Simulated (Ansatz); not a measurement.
How methods differ on AlHBr (SMILES [AlH][Br])

The species is AlHBr (3 atoms), meant as a doublet with charge 0. SMILES: `[AlH][Br]`. Geometry: relaxed at PBE0-D4/def2-TZVP.

```xyz
3

Al   -0.2967   -0.6280   -0.2391
Br    1.5845    0.0086    0.8711
H    -1.2989    0.5546   -0.6453
```

Each level gives the energy change with the Al1–Br2 bond stretched from 2.275 to 4.551 Å (eV). The values are calculated.

```
           level                    kind  program  value (eV)  less FCI/STO-3G  CPU time (all runs)
     UPBE/STO-3G                     GGA   Ansatz        3.71            +0.34                 10 s
 U-r2SCAN/STO-3G                meta-GGA   Ansatz        3.89            +0.52                 37 s
   UB3LYP/STO-3G           global hybrid   Ansatz        3.65            +0.28                 11 s
   UBHLYP/STO-3G           global hybrid   Ansatz        3.84            +0.47                6.7 s
U-wB97M-V/STO-3G  range-separated hybrid   Ansatz        3.91            +0.54                 92 s
  UB2PLYP/STO-3G           double hybrid   Ansatz        3.76            +0.39                9.9 s
 UCCSD(T)/STO-3G   coupled cluster or CI   Ansatz        3.37             0.00                1.9 s
      FCI/STO-3G      exact in the basis   Ansatz        3.37             0.00                3.5 s
```

FCI/STO-3G is exact within its basis and frozen core, so for wave-function methods in that basis the difference is their error; functionals converge differently with the basis, so for them it is only a difference. All-electron rows without a relativistic Hamiltonian named are non-relativistic. The first shape isn't each level's own minimum. The values span 3.37 to 3.91 eV. All rows use very small basis sets, so none should be taken for the real molecule's value. In the correlated wave-function rows the outer d shell of Br is correlated, in sets not made for it. CPU times are rough (shared hosts, several kinds of processor and program).
